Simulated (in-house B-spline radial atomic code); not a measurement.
Response of neutral strontium as one setting changes: the share of exact exchange in a PBE hybrid. A dash marks a strongly mixed or unbound state. Computed with a B-spline radial code for spherical atoms: linear response of the closed shell [Kr] 5s2 with the functional's adiabatic kernel; scalar-relativistic (spin-free one-electron X2C), finite nucleus, no spin-orbit coupling, no double excitations, S, P, D and F terms only; shells from n = 3 respond.

```json
{"share of exact exchange in a PBE hybrid": "0", "lowest 1P (eV)": "5s → 5p 2.766", "lowest 3P, Tamm-Dancoff (eV)": "5s → 5p 1.666", "minus highest occupied level (eV)": "3.525", "α (bohr³)": "195.7"}
{"share of exact exchange in a PBE hybrid": "0.1", "lowest 1P (eV)": "5s → 5p 2.756", "lowest 3P, Tamm-Dancoff (eV)": "5s → 5p 1.634", "minus highest occupied level (eV)": "3.736", "α (bohr³)": "198.4"}
{"share of exact exchange in a PBE hybrid": "0.2", "lowest 1P (eV)": "5s → 5p 2.745", "lowest 3P, Tamm-Dancoff (eV)": "5s → 5p 1.601", "minus highest occupied level (eV)": "3.944", "α (bohr³)": "201.3"}
{"share of exact exchange in a PBE hybrid": "0.3", "lowest 1P (eV)": "?", "lowest 3P, Tamm-Dancoff (eV)": "?", "minus highest occupied level (eV)": "?", "α (bohr³)": "?"}
{"share of exact exchange in a PBE hybrid": "0.4", "lowest 1P (eV)": "5s → 5p 2.717", "lowest 3P, Tamm-Dancoff (eV)": "5s → 5p 1.535", "minus highest occupied level (eV)": "4.358", "α (bohr³)": "207.6"}
{"share of exact exchange in a PBE hybrid": "0.5", "lowest 1P (eV)": "?", "lowest 3P, Tamm-Dancoff (eV)": "?", "minus highest occupied level (eV)": "?", "α (bohr³)": "?"}
{"share of exact exchange in a PBE hybrid": "0.6", "lowest 1P (eV)": "5s → 5p 2.685", "lowest 3P, Tamm-Dancoff (eV)": "5s → 5p 1.468", "minus highest occupied level (eV)": "4.765", "α (bohr³)": "214.5"}
{"share of exact exchange in a PBE hybrid": "0.7", "lowest 1P (eV)": "5s → 5p 2.667", "lowest 3P, Tamm-Dancoff (eV)": "5s → 5p 1.434", "minus highest occupied level (eV)": "4.967", "α (bohr³)": "218.2"}
{"share of exact exchange in a PBE hybrid": "0.8", "lowest 1P (eV)": "5s → 5p 2.648", "lowest 3P, Tamm-Dancoff (eV)": "5s → 5p 1.401", "minus highest occupied level (eV)": "5.167", "α (bohr³)": "222"}
{"share of exact exchange in a PBE hybrid": "0.9", "lowest 1P (eV)": "5s → 5p 2.628", "lowest 3P, Tamm-Dancoff (eV)": "5s → 5p 1.367", "minus highest occupied level (eV)": "5.366", "α (bohr³)": "226.1"}
{"share of exact exchange in a PBE hybrid": "1", "lowest 1P (eV)": "5s → 5p 2.607", "lowest 3P, Tamm-Dancoff (eV)": "5s → 5p 1.333", "minus highest occupied level (eV)": "5.563", "α (bohr³)": "230.4"}
```

(1) What belongs in the row for 0.5?

(2) What belongs in the row for 0.3?

Answers

(1) lowest 1P (eV): 5s → 5p 2.702; lowest 3P, Tamm-Dancoff (eV): 5s → 5p 1.501; minus highest occupied level (eV): 4.562; α (bohr³): 211.

(2) lowest 1P (eV): 5s → 5p 2.732; lowest 3P, Tamm-Dancoff (eV): 5s → 5p 1.568; minus highest occupied level (eV): 4.152; α (bohr³): 204.4.
